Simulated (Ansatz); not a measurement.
`C[Si]F` + `[SiH3]N[SiH3]` → `F[Si]N([SiH3])[SiH3]` + CH₄ at 298.15 K and 1 bar (ligand exchange at the Si–C bond).

Calculated with Ansatz (gas phase, PBE0-D4/def2-TZVP geometries, no zero-point term in ΔE). CCSD(T)/CBS is the MP2 limit (def2-TZVPP, def2-QZVPP) plus CCSD(T) − MP2 in def2-TZVPP, frozen cores. This one scheme is used for every species. Each species was taken in one conformer, which may not be the lowest.

```tsv
species	CCSD(T)/CBS energy (Eh)	H − E (kJ/mol)	S (J/(mol·K))
`C[Si]F`	-428.74649	112.9	286.7
`[SiH3]N[SiH3]`	-637.10515	192.6	335.6
`F[Si]N([SiH3])[SiH3]`	-1025.44155	181.7	374.6
CH₄	-40.46206	127.4	186.2
```

H − E and S are ideal-gas, rigid-rotor, harmonic terms from PBE0-D4/def2-TZVP, for one conformer and one mirror image of each species. 1 Eh = 2625.50 kJ/mol, R = 8.31446 J/(mol·K).

Problem. By hand: ΔE, ΔH, ΔS and ΔG.

Solution. ΔE = (-1025.44155) + (-40.46206) − (-428.74649) − (-637.10515) = -0.05197 Eh = -136.4 kJ/mol. Δ(H − E) = 181.7 + 127.4 − 112.9 − 192.6 = 3.6, so ΔH = -132.8 kJ/mol. ΔS = 374.6 + 186.2 − 286.7 − 335.6 = -61.5 J/(mol·K). ΔG = -132.8 − 298.15 × (-61.5)/1000 = -114.5 kJ/mol.

Problem. By hand: the equilibrium constant, and the temperature at which ΔG would vanish if ΔH and ΔS stayed fixed.

Solution. log₁₀ K = −ΔG/(RT ln 10) = 20.1. ΔG = 0 at ΔH/ΔS = 2159 K.

ΔH outweighs TΔS. A doubt of 5 kJ/mol in ΔE shifts log₁₀ K by 0.9 here. Other conformers and mirror images would add mixing entropy, several J/(mol·K) or more a flexible species. Modes under 60 cm⁻¹, often nearly free rotors, make the harmonic entropy too high. These are equilibria of isolated gas molecules and say nothing of rates. Largest T1 diagnostic: 0.014 (customary marks: 0.02 for closed shells, 0.045 for open ones).
